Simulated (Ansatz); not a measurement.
System: sum formula H$_{5}$SiNO$_{3}$, charge 0, multiplicity 1. 
Structure (B3LYP-D3(BJ)/def2-TZVP (Ansatz, an electronic-structure program) minimum search):
SMILES: N[Si](O)(O)O
```xyz
10

N     -0.1832    -0.0680    -1.6785
Si    -0.0106    -0.0090     0.0175
O     -1.1223    -0.9063     0.8086
O     -0.2249     1.5439     0.5139
O      1.4594    -0.6274     0.4180
H     -0.9703     0.3911    -2.1107
H      0.0460    -0.9191    -2.1686
H     -1.0865    -0.9209     1.7683
H      0.3112     2.2244     0.1009
H      2.2339    -0.2542    -0.0086
```

Wanted: atomisation energy (electronic, to ground-state atoms); the coupled-cluster value holds the core correlation from cc-pwCVTZ, in kJ/mol. Valence correlation only, unless marked. Open shells are spin-unrestricted. Spin-orbit coupling is left out. No relativistic terms. Basis-set limits of correlation are two-point, X^-3; Hartree-Fock from the larger set.

Level to compare with: CCSD(T)/CBS(aug-cc-pV(T+d)Z,aug-cc-pV(Q+d)Z) plus the core term (Ansatz), 4019.4 kJ/mol. It is a level with limits of its own, and the differences hold the functionals' basis error too.

**Question.** Rank these functionals by how close they come to CCSD(T)/CBS(aug-cc-pV(T+d)Z,aug-cc-pV(Q+d)Z), closest first: SVWN5/def2-TZVPD (Ansatz); r2SCAN/def2-TZVPD (Ansatz); r2SCANh/def2-TZVPD (Ansatz).

**Answer.** r2SCAN/def2-TZVPD (meta-GGA, 3955.1 kJ/mol, difference -64.3), r2SCANh/def2-TZVPD (hybrid meta-GGA, 3917.1 kJ/mol, difference -102.3), SVWN5/def2-TZVPD (LDA, 4585.9 kJ/mol, difference 566.5)
